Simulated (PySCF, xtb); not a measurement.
H6N2OSi. Atoms are numbered in the order given.

```xyz
10

Si     0.0175     0.0664    -0.3354
N     -0.2528    -1.6331    -0.2419
N      1.4382     0.6230     0.4750
O     -1.2582     0.8823     0.3758
H      0.1476     0.3632    -1.7908
H     -0.8895    -2.0559    -0.9123
H     -0.3736    -2.0691     0.6687
H      2.3502     0.2989     0.1657
H      1.4231     0.7089     1.4875
H     -1.1356     1.8375     0.4385
```
Charge 0, spin multiplicity 1.

The structure is a stationary point at r2SCAN-D4/def2-SVP. One conformer was computed; it need not be the lowest.

These are C-PCM-M06-2X/def2-SVP run with PySCF values and carry that method's errors.

The values are the electrostatic part of the solvation free energy, E(continuum) − E(gas) at the gas-phase geometry, in a cavity of scaled van der Waals radii (PySCF's table); cavitation and dispersion terms are not included. In vacuum the orbital gap is 10.85 eV. The dipole moment in vacuum is 1.22 D.

Q: Estimate the values in water (ε = 78.36), tetrahydrofuran (ε = 7.43), N,N-dimethylformamide (ε = 37.22). (Estimate from the structure and the level; the computed values follow.)

A: 
```
solvent                    ε  ΔG(elec) (kcal/mol)  dipole (D)  gap (eV)
---------------------  -----  -------------------  ----------  --------
water                  78.36                 -8.3        1.49     11.10
tetrahydrofuran         7.43                 -7.2        1.45     11.07
N,N-dimethylformamide  37.22                 -8.1        1.49     11.10
```

For comparison, GFN2-xTB/ALPB(water) (xtb, at the GFN2-xTB geometry, all terms of that model) gives -7.6 kcal/mol.
